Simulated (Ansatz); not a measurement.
Consider the homolysis of the Sb–Si bond: `[SiH3][Sb]([SiH3])[Cl]` → `[SiH3][Sb][Cl]`• + `[SiH3]`•.

Computed with Ansatz on PBE0-D4/def2-TZVP structures; ΔE is electronic, products minus reactants. CCSD(T)/CBS adds triple-zeta CCSD(T) − MP2 to the extrapolated MP2 energy (def2 sets, frozen cores). This one scheme is used for every species. Functionals use def2-TZVPP. B3LYP here is the variant with VWN-RPA as its local correlation; programs differ in this. No spin–orbit coupling; open shells (•) take unrestricted orbitals. def2 core potentials past Kr. For Sb outer-core shells are correlated without core-valence functions, which leaves a few kJ/mol of doubt a bond.

`[SiH3][Sb]([SiH3])[Cl]`:

Z-matrix (Å, degrees):
```
Si
Sb 1 2.579
H 1 1.485 2 109.0
H 1 1.484 2 110.6 3 121.1
H 1 1.489 2 108.1 3 -118.6
Si 2 2.579 1 89.8 3 -165.4
Cl 2 2.379 1 92.9 3 -72.5
H 6 1.489 2 108.1 1 -76.1
H 6 1.484 2 110.7 1 44.2
H 6 1.485 2 109.0 1 165.3
```

`[SiH3][Sb][Cl]`•:

Z-matrix (Å, degrees):
```
Si
Sb 1 2.577
H 1 1.486 2 109.7
H 1 1.486 2 109.8 3 -120.5
H 1 1.489 2 108.8 3 119.7
Cl 2 2.359 1 91.8 3 60.1
```

`[SiH3]`•:

Z-matrix (Å, degrees):
```
Si
H 1 1.486
H 1 1.486 2 111.3
H 1 1.486 2 111.3 3 124.6
```

What is ΔE at CCSD(T)/CBS? (Best estimate.)

Ansatz gave: +2.66 eV.

What do these levels give: r2SCAN-D4, B2PLYP, B3LYP, r2SCANh, HF/def2-TZVPP, CCSD(T)/def2-TZVPP? (Best estimate.)

Ansatz gave: r2SCAN-D4 2.38, B2PLYP 2.38, B3LYP 2.24, r2SCANh 2.34, HF/def2-TZVPP 1.52, CCSD(T)/def2-TZVPP 2.49 eV.

Largest T1 diagnostic among the species: 0.015.

From BLYP to BHLYP (50 % exact exchange), in def2-TZVPP and without D4, ΔE moves by +0.09 eV. Leaving LDA and LC-ωPBE aside and taking each functional with its dispersion term where it has one, the values, not all of them listed here, spread over 0.23 eV, from r2SCAN0-D4 to ωB97X-V. LDA lies +0.51 eV from PBE without D4, its usual overbinding.
